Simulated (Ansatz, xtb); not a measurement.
**A geometry optimisation of CH9GeSSi+ with r2SCAN-D4/def2-SVP**

The starting geometry of this gas-phase singlet has its atoms placed at random.

```yaml
atoms:
  - { symbol: C, position_ang: [0.8101, 1.8636, 0.1613] }
  - { symbol: Ge, position_ang: [-0.1651, -0.4280, -1.4432] }
  - { symbol: S, position_ang: [1.6773, 0.0038, -1.0116] }
  - { symbol: Si, position_ang: [-0.6789, 1.4097, 1.1035] }
  - { symbol: H, position_ang: [2.3974, 0.1980, 0.3245] }
  - { symbol: H, position_ang: [-2.1591, 0.3352, -1.2788] }
  - { symbol: H, position_ang: [-0.6004, 0.7569, 0.0097] }
  - { symbol: H, position_ang: [1.6735, 1.1669, -0.2047] }
  - { symbol: H, position_ang: [-1.0063, -0.2103, 1.4737] }
  - { symbol: H, position_ang: [1.4700, 1.8033, 1.4282] }
  - { symbol: H, position_ang: [1.0452, 0.4008, -2.3176] }
  - { symbol: H, position_ang: [1.0278, -0.2126, 0.0542] }
  - { symbol: H, position_ang: [0.1284, 0.5390, 2.2196] }
```

Q: Guess where an optimisation with r2SCAN-D4/def2-SVP ends from this start.

A: It loosens into CH7GeSSi + H2, which stay close as a complex (formulas without charges). Distances that change by over a tenth: Ge2–Si4 (3.18 → 2.70 Å), Ge2–H12 (1.93 → 3.36 Å), S3–H5 (1.53 → 1.37 Å), Si4–H7 (1.28 → 1.65 Å). Contacts that open: Ge2–S3 (1.94 → 3.52 Å), S3–H8 (1.42 → 2.34 Å), S3–H11 (1.50 → 3.29 Å), Si4–H9 (1.69 → 3.17 Å), Si4–H13 (1.63 → 3.44 Å). Contacts that close: C1–S3 (2.36 → 1.84 Å), C1–H10 (1.43 → 1.10 Å), Ge2–H6 (2.14 → 1.57 Å), Ge2–H7 (1.92 → 1.79 Å), Si4–H11 (3.96 → 1.65 Å), H9–H13 (1.55 → 0.76 Å).

The energy falls by 19.34 eV over 32 steps:

| step | E − E(last) (eV) |
| --- | --- |
| 1 | 19.340 |
| 4 | 7.521 |
| 8 | 2.994 |
| 11 | 1.946 |
| 15 | 0.841 |
| 18 | 0.320 |
| 22 | 0.033 |
| 25 | 0.005 |
| 29 | 0.000 |
| 32 | 0.000 |

Final geometry (Å):

```yaml
atoms:
  - { symbol: C, position_ang: [1.3164, 1.4097, 0.2134] }
  - { symbol: Ge, position_ang: [-0.7767, -0.4462, -1.9483] }
  - { symbol: S, position_ang: [2.3777, 0.0788, -0.4812] }
  - { symbol: Si, position_ang: [-0.5976, 1.6461, -0.2556] }
  - { symbol: H, position_ang: [3.4623, 0.0811, 0.3525] }
  - { symbol: H, position_ang: [-2.2642, 0.0417, -2.1188] }
  - { symbol: H, position_ang: [-0.9428, 0.0373, -0.2328] }
  - { symbol: H, position_ang: [1.8260, 2.3274, -0.1323] }
  - { symbol: H, position_ang: [-0.9813, 0.7505, 2.7653] }
  - { symbol: H, position_ang: [1.4066, 1.3754, 1.3116] }
  - { symbol: H, position_ang: [-0.3624, 1.2869, -1.8455] }
  - { symbol: H, position_ang: [1.8263, -1.0204, 0.0986] }
  - { symbol: H, position_ang: [-0.6705, 0.0581, 2.7920] }
```

From the same start GFN2-xTB ends elsewhere, in pieces: CH7GeSSi + H2.

From so rough a start the end depends on the optimiser's path, so another program may land elsewhere. No frequencies were run, so the end isn't proven a minimum. Run with Ansatz 0.2.0, 120 s on 2 threads of Intel(R) Xeon(R) Platinum 8259CL CPU @ 2.50GHz (Skylake/Cascade Lake), with other jobs on the host.
